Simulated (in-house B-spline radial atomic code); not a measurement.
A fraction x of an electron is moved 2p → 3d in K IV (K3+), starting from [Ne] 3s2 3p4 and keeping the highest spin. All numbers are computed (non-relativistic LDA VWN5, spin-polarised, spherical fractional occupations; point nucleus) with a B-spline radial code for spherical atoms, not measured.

```csv
x,E(x) - E(0) (eV),2p down level (eV),3d up level (eV)
0,0.0000,-321.914,-
0.125,36.6086,-325.583,-31.136
0.25,?,?,?
0.375,111.0023,-332.824,-32.139
0.5,148.7806,-336.396,-32.634
0.625,?,?,?
0.75,225.4818,-343.440,-33.613
0.875,264.3972,-346.911,-34.097
1,303.6840,-350.346,-34.577
```

What belongs in the row x = 0.25?

An energy change of 73.6105 eV; 2p down at -329.220 eV, 3d up at -31.640 eV.

What belongs in the row x = 0.625?

An energy change of 186.9416 eV; 2p down at -339.935 eV, 3d up at -33.125 eV.

Check Janak's theorem between x = 0.375 and 0.5.

The slope of the energy is 302.23 eV; the orbital levels give 302.22 eV (ε of the receiving orbital less ε of the emptying one, averaged over the two points).
